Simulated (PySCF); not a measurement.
# How the method changes the shape and vibrations of CClGeH3

These are calculations, not measurements. The program is PySCF 2.14.0, an open-source quantum chemistry code, run on an isolated molecule that a program drew, which may never have been made. The molecule is CClGeH3 (charge 0, singlet), drawn as the SMILES string `[CH3][Ge][Cl]`.

The geometry was optimised and harmonic frequencies were computed with HF and MP2, all in the cc-pV(D+d)Z basis, for the commonest isotopes, with a restricted reference for singlets and an unrestricted one otherwise, and a frozen core in MP2. Germanium has the cc-pVDZ-PP basis, with a core potential (ECP10MDF) in place of its 10 inner electrons, and its 3s, 3p and 3d shells are frozen in MP2. Each result is a local minimum of its method.

Geometry at the HF minimum:
```xyz
6
CClGeH3, angstrom
C    -0.0625    0.0563    1.3688
Ge   -1.5108    0.2079    2.7237
Cl   -1.8972    2.3834    2.4363
H     0.7588    0.7328    1.6250
H    -0.4404    0.3549    0.3859
H     0.3157   -0.9679    1.3151
```

Lengths of the bonds as drawn, in Å (atoms numbered as above):
| bond | HF | MP2 |
|---|---|---|
| C1-Ge2 | 1.989 | 2.000 |
| Ge2-Cl3 | 2.228 | 2.215 |
| C1-H4 | 1.094 | 1.106 |
| C1-H5 | 1.095 | 1.106 |
| C1-H6 | 1.093 | 1.103 |

Rotational constants, in GHz:
| constant | HF | MP2 |
|---|---|---|
| A | 10.17 | 9.998 |
| B | 3.593 | 3.646 |
| C | 2.699 | 2.717 |

Harmonic frequencies in cm^-1, each column in rising order, so a row needn't be the same motion in every method:
| rank | HF | MP2 |
|---|---|---|
| 1 | 100 | 87 |
| 2 | 205 | 192 |
| 3 | 377 | 392 |
| 4 | 570 | 551 |
| 5 | 640 | 577 |
| 6 | 816 | ? |
| 7 | 1344 | 1228 |
| 8 | 1532 | 1430 |
| 9 | 1541 | 1440 |
| 10 | 3156 | 3062 |
| 11 | 3247 | 3168 |
| 12 | 3258 | 3189 |

**Estimate the missing MP2 frequency from the HF column.**

A single factor s that minimises the squared misfit of MP2 against s times HF over the other rows is sum(HF x MP2) / sum(HF^2) = 0.9664, with an rms misfit of 37 cm^-1. For rank 6 it gives 0.9664 x 816 = 789 cm^-1. The calculation gives 748 cm^-1, 41 cm^-1 below the estimate. The drawn bonds are on average 0.6 % longer in MP2 than in HF.
